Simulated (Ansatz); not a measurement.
This geometry of ClGaH₂ (4 atoms, charge 0, multiplicity 1) is a first-order saddle point.

Level of theory: RKS PBE0/def2-SVP in Ansatz.

```xyz
4
Properties=species:S:1:pos:R:3
Ga 0.249 0.000 -0.554
Cl 1.303 0.000 1.802
H 1.734 0.000 0.212
H -1.328 0.000 -0.331
```

(1) Which two structures does it join? (They come from a converged band through this point; their orientation in space is the band's.)

(2) How far does it lie above each of them?

## Answers

(1) Bonds broken: Ga1–H3. Bonds formed: Cl2–H3. ClGaH2 becomes ClH + GaH.

Image 0:

```xyz
4
Properties=species:S:1:pos:R:3
Ga 0.454 0.000 0.078
Cl 0.822 0.000 2.203
H 1.731 0.000 -0.816
H -1.049 0.000 -0.334
```

Image 8:

```xyz
4
Properties=species:S:1:pos:R:3
Ga -0.415 0.000 -1.034
Cl 1.401 0.000 1.301
H 2.516 0.000 0.656
H -1.545 0.000 0.208
```

(2) 54.9 kcal/mol above the first and 9.7 kcal/mol above the second. This is the barrier of this one path; another mechanism may lie lower. The orbitals stay closed-shell, which can raise the energy where a bond breaks towards radicals; this wasn't checked here.

Time of the run: 49 s on 1 thread of Intel(R) Xeon(R) 6975P-C (Granite Rapids) (shared host), peak memory 0.13 GiB.
